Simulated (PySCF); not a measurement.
F₄Te, triplet, geometry from GFN2-xTB (a higher spin typed on purpose: for a closed-shell molecule this is an excited state) (core potentials on Te); B3LYP/def2-SVP run with PySCF.

The PySCF input:
```python
from pyscf import gto, scf, dft

mol = gto.M(
    atom='''
Te   -0.01212984    0.00717280    0.04829380
F    -0.14724257    1.81387706    1.04877868
F     0.21441232   -1.52023906   -1.22691457
F    -0.48009114   -1.44291290    1.44888990
F     0.48300493    1.10783207   -1.54978487
''',
    basis='def2-svp',
    ecp={'Te': 'def2-svp'},
    spin=2,
    verbose=4,
)

mf = dft.UKS(mol)
mf.xc = 'b3lyp'
mf.kernel()
mf.analyze()
```

It wrote (shortened):

```
PySCF version 2.14.0

[INPUT] verbose = 4
[INPUT] num. atoms = 5
[INPUT] num. electrons = 60
[INPUT] charge = 0
[INPUT] spin (= nelec alpha-beta = 2S) = 2
[INPUT] symmetry False subgroup None
[INPUT] Mole.unit = angstrom
[INPUT] Symbol           X                Y                Z      unit          X                Y                Z       unit  Magmom
[INPUT]  1 Te    -0.012129840000   0.007172800000   0.048293800000 AA   -0.022922075535   0.013554627546   0.091262055515 Bohr   0.0
[INPUT]  2 F     -0.147242570000   1.813877060000   1.048778680000 AA   -0.278248131177   3.427730867031   1.981904470483 Bohr   0.0
[INPUT]  3 F      0.214412320000  -1.520239060000  -1.226914570000 AA    0.405180562533  -2.872835467266  -2.318532515539 Bohr   0.0
[INPUT]  4 F     -0.480091140000  -1.442912900000   1.448889900000 AA   -0.907240769430  -2.726710202602   2.738005095648 Bohr   0.0
[INPUT]  5 F      0.483004930000   1.107832070000  -1.549784870000 AA    0.912747034515   2.093499204310  -2.928668956295 Bohr   0.0

nuclear repulsion = 305.861194644339
number of shells = 34
number of NR pGTOs = 157
number of NR cGTOs = 82
basis = def2-svp
ecp = {'Te': 'def2-svp'}

******** <class 'pyscf.dft.uks.UKS'> ********
method = UKS
initial guess = minao
damping factor = 0
level_shift factor = 0
DIIS = <class 'pyscf.scf.diis.CDIIS'>
diis_start_cycle = 1
diis_space = 8
diis_damp = 0
SCF conv_tol = 1e-09
SCF conv_tol_grad = None
SCF max_cycles = 50
direct_scf = True
direct_scf_tol = 1e-13
number electrons alpha = 31  beta = 29
XC library pyscf.dft.libxc version 7.1.2
    S. Lehtola, C. Steigemann, M. J. T. Oliveira, and M. A. L. Marques,  SoftwareX 7, 1–5 (2018)
XC functionals = b3lyp
    P. J. Stephens, F. J. Devlin, C. F. Chabalowski, and M. J. Frisch,  J. Phys. Chem. 98, 11623 (1994)
radial grids:
    Treutler-Ahlrichs [JCP 102, 346 (1995); DOI:10.1063/1.469408] (M4) radial grids

becke partition: Becke, JCP 88, 2547 (1988); DOI:10.1063/1.454033
pruning grids: <function nwchem_prune>
grids dens level: 3
symmetrized grids: False
atomic radii adjust function: <function treutler_atomic_radii_adjust>
small_rho_cutoff = 0
Set gradient conv threshold to 3.16228e-05
tot grids = 79008
init E= -639.275457122321

cycle= 1 E= -665.463656816782  delta_E= -26.2  |g|= 1.99  |ddm|= 5.75

cycle= 2 E= -665.277032436026  delta_E= 0.187  |g|=  2.1  |ddm|= 4.88
cycle= 3 E= -666.957818176658  delta_E= -1.68  |g|= 0.523  |ddm|= 2.38
cycle= 4 E= -667.032449981382  delta_E= -0.0746  |g|= 0.177  |ddm|= 0.446
cycle= 5 E= -667.04205219312  delta_E= -0.0096  |g|= 0.0403  |ddm|= 0.128
cycle= 6 E= -667.042601109088  delta_E= -0.000549  |g|= 0.0196  |ddm|= 0.0417
cycle= 7 E= -667.042776151716  delta_E= -0.000175  |g|= 0.00313  |ddm|= 0.0212
cycle= 8 E= -667.042786208289  delta_E= -1.01e-05  |g|= 0.000672  |ddm|= 0.00694
cycle= 9 E= -667.04278684104  delta_E= -6.33e-07  |g|= 0.000845  |ddm|= 0.00232
cycle= 10 E= -667.042787152094  delta_E= -3.11e-07  |g|= 0.000488  |ddm|= 0.00112
cycle= 11 E= -667.04278733366  delta_E= -1.82e-07  |g|= 0.000127  |ddm|= 0.0009
cycle= 12 E= -667.04278736907  delta_E= -3.54e-08  |g|= 3.44e-05  |ddm|= 0.000693
cycle= 13 E= -667.04278736935  delta_E= -2.8e-10  |g|= 3.94e-05  |ddm|= 7.11e-05
cycle= 14 E= -667.042787369894  delta_E= -5.44e-10  |g|= 1.42e-05  |ddm|= 3.67e-05
Extra cycle  E= -667.042787369682  delta_E= 2.12e-10  |g|= 3.05e-05  |ddm|= 3.61e-05
converged SCF energy = -667.042787369682  <S^2> = 2.0107656  2S+1 = 3.0071685
**** SCF Summaries ****
Total Energy =                        -667.042787369681946
Nuclear Repulsion Energy =             305.861194644339150
One-electron Energy =                -1633.077693836534763
Two-electron Energy =                  660.173711822513610
Two-electron Coulomb Energy =          722.852792617641853
DFT Exchange-Correlation Energy =      -62.679080795128257
**** MO energy ****
                             alpha | beta                alpha | beta
MO #1   energy= -24.7133054580363  | -24.7014783352441  occ= 1 | 1
MO #2   energy= -24.7132926782328  | -24.7014677246666  occ= 1 | 1
MO #3   energy= -24.7048059090828  | -24.6968341251293  occ= 1 | 1
MO #4   energy= -24.704729570193   | -24.6967627128153  occ= 1 | 1
MO #5   energy= -6.43832914141757  | -6.43314630074941  occ= 1 | 1
MO #6   energy= -4.56994580315603  | -4.56799493425696  occ= 1 | 1
MO #7   energy= -4.56956836517692  | -4.56778811410015  occ= 1 | 1
MO #8   energy= -4.56614107452244  | -4.55570822912452  occ= 1 | 1
MO #9   energy= -1.7694382543801   | -1.76788348626964  occ= 1 | 1
MO #10  energy= -1.76625032453912  | -1.76422899559571  occ= 1 | 1
MO #11  energy= -1.7630211802652   | -1.75508955672895  occ= 1 | 1
MO #12  energy= -1.76283238822311  | -1.75489133440852  occ= 1 | 1
MO #13  energy= -1.76244140299428  | -1.75266342102542  occ= 1 | 1
MO #14  energy= -1.17563432740566  | -1.15401153719864  occ= 1 | 1
MO #15  energy= -1.16123784683899  | -1.13611576295958  occ= 1 | 1
MO #16  energy= -1.15802554278381  | -1.13122669431295  occ= 1 | 1
MO #17  energy= -1.14397098873474  | -1.12002243098385  occ= 1 | 1
MO #18  energy= -0.732158425576038 | -0.695387951503626 occ= 1 | 1
MO #19  energy= -0.537011387729949 | -0.498869164830173 occ= 1 | 1
MO #20  energy= -0.531622641214664 | -0.494513536262612 occ= 1 | 1
MO #21  energy= -0.478513208764195 | -0.450155451891554 occ= 1 | 1
MO #22  energy= -0.465007999852835 | -0.441057448779465 occ= 1 | 1
MO #23  energy= -0.449460930508332 | -0.416653265408246 occ= 1 | 1
MO #24  energy= -0.439195692665315 | -0.415605408025669 occ= 1 | 1
MO #25  energy= -0.436911885392281 | -0.414594538351684 occ= 1 | 1
MO #26  energy= -0.430119554766688 | -0.4115989095834   occ= 1 | 1
MO #27  energy= -0.428764854644178 | -0.410714526099561 occ= 1 | 1
MO #28  energy= -0.423955633564765 | -0.406932233658582 occ= 1 | 1
MO #29  energy= -0.406522669554918 | -0.398255638824751 occ= 1 | 1
MO #30  energy= -0.375030480218793 | -0.268001976389868 occ= 1 | 0
MO #31  energy= -0.306734121486556 | -0.201397481071488 occ= 1 | 0
MO #32  energy= -0.0776854785486094 | -0.0486364982983787 occ= 0 | 0
MO #33  energy= -0.0511007461113415 | -0.020492399018746 occ= 0 | 0
MO #34  energy= 0.151156882856629  | 0.168657376085342  occ= 0 | 0
MO #35  energy= 0.258915907539826  | 0.280952943447162  occ= 0 | 0
MO #36  energy= 0.27723354878108   | 0.288687642808384  occ= 0 | 0
MO #37  energy= 0.281506911353614  | 0.297105474287293  occ= 0 | 0
MO #38  energy= 0.283878425862335  | 0.308964944185107  occ= 0 | 0
MO #39  energy= 0.292589215851784  | 0.312526302417947  occ= 0 | 0

spin_pop of  0 Te 4s        0.00041
spin_pop of  0 Te 5s        0.20847
spin_pop of  0 Te 6s       -0.00055
spin_pop of  0 Te 7s        0.00206
spin_pop of  0 Te 4px       0.00042
spin_pop of  0 Te 4py       0.01270
spin_pop of  0 Te 4pz      -0.00030
spin_pop of  0 Te 5px      -0.00001
spin_pop of  0 Te 5py       0.00209
spin_pop of  0 Te 5pz       0.00017
spin_pop of  0 Te 6px       0.00034
spin_pop of  0 Te 6py       0.73884
spin_pop of  0 Te 6pz      -0.01853
spin_pop of  0 Te 7px       0.02891
spin_pop of  0 Te 7py       0.01464
spin_pop of  0 Te 7pz      -0.00464
spin_pop of  0 Te 4dxy     -0.00201
spin_pop of  0 Te 4dyz      0.00019
spin_pop of  0 Te 4dz^2     0.00015
spin_pop of  0 Te 4dxz      0.01014
spin_pop of  0 Te 4dx2-y2    0.00014
spin_pop of  0 Te 5dxy     -0.00095
spin_pop of  0 Te 5dyz      0.00110
spin_pop of  0 Te 5dz^2     0.00258
spin_pop of  0 Te 5dxz      0.00527
spin_pop of  0 Te 5dx2-y2   -0.00120
spin_pop of  1 F 1s       -0.00000
spin_pop of  1 F 2s        0.00084
spin_pop of  1 F 3s       -0.00078
spin_pop of  1 F 2px       0.03546
spin_pop of  1 F 2py       0.22174
spin_pop of  1 F 2pz       0.04197
spin_pop of  1 F 3px       0.00230
spin_pop of  1 F 3py      -0.00218
spin_pop of  1 F 3pz      -0.00048
spin_pop of  1 F 3dxy      0.00015
spin_pop of  1 F 3dyz     -0.00001
spin_pop of  1 F 3dz^2     0.00001
spin_pop of  1 F 3dxz      0.00004
spin_pop of  1 F 3dx2-y2   -0.00002
spin_pop of  2 F 1s       -0.00000
spin_pop of  2 F 2s        0.00089
spin_pop of  2 F 3s        0.00023
spin_pop of  2 F 2px       0.04337
spin_pop of  2 F 2py       0.08565
spin_pop of  2 F 2pz       0.06899
spin_pop of  2 F 3px       0.00235
spin_pop of  2 F 3py      -0.00072
spin_pop of  2 F 3pz      -0.00058
spin_pop of  2 F 3dxy      0.00010
spin_pop of  2 F 3dyz     -0.00001
spin_pop of  2 F 3dz^2     0.00002
spin_pop of  2 F 3dxz      0.00007
spin_pop of  2 F 3dx2-y2    0.00001
spin_pop of  3 F 1s       -0.00000
spin_pop of  3 F 2s        0.00086
spin_pop of  3 F 3s       -0.00073
spin_pop of  3 F 2px       0.04680
spin_pop of  3 F 2py       0.15658
spin_pop of  3 F 2pz       0.09626
spin_pop of  3 F 3px       0.00220
spin_pop of  3 F 3py      -0.00158
spin_pop of  3 F 3pz      -0.00094
spin_pop of  3 F 3dxy      0.00008
spin_pop of  3 F 3dyz     -0.00002
spin_pop of  3 F 3dz^2     0.00002
spin_pop of  3 F 3dxz      0.00007
spin_pop of  3 F 3dx2-y2    0.00001
spin_pop of  4 F 1s       -0.00000
spin_pop of  4 F 2s        0.00092
spin_pop of  4 F 3s        0.00025
spin_pop of  4 F 2px       0.05083
spin_pop of  4 F 2py       0.04234
spin_pop of  4 F 2pz       0.10498
spin_pop of  4 F 3px       0.00226
spin_pop of  4 F 3py      -0.00044
spin_pop of  4 F 3pz      -0.00081
spin_pop of  4 F 3dxy      0.00005
spin_pop of  4 F 3dyz      0.00000
spin_pop of  4 F 3dz^2     0.00003
spin_pop of  4 F 3dxz      0.00010
spin_pop of  4 F 3dx2-y2    0.00002
In total            31.00000 | 29.00000
Dipole moment(X, Y, Z, Debye): -0.17152,  0.10131,  0.68282
```
